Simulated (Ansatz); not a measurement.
ZnMeH (CH₄Zn) was relaxed with PBE-D4 (def2-TZVP) in Ansatz in these states: charge +1 doublet, neutral singlet. The geometries follow in no particular order.

A:

```xyz
6

Zn    0.7796    0.4641    0.8444
C    -0.5579   -0.3321   -0.6043
H     0.1461   -0.9753   -1.1463
H    -0.8640    0.6061   -1.0828
H    -1.2714   -0.8151    0.0745
H     1.7676    1.0524    1.9145
```

B:

| atom | x (Å) | y (Å) | z (Å) |
| --- | --- | --- | --- |
| Zn1 | 0.755 | 0.751 | -0.626 |
| C2 | -0.434 | -0.431 | 0.360 |
| H3 | -1.269 | 0.131 | 0.802 |
| H4 | 0.104 | -0.938 | 1.175 |
| H5 | -0.855 | -1.204 | -0.301 |
| H6 | 1.699 | 1.691 | -1.410 |

Q: Judge from the bond lengths which geometry belongs to which state (an estimate).

A: A is the charge +1 doublet (Zn1–C2 2.126 Å, Zn1–H6 1.571 Å, C2–H4 1.097 Å); B is the neutral singlet (Zn1–C2 1.945 Å, Zn1–H6 1.546 Å, C2–H4 1.100 Å).
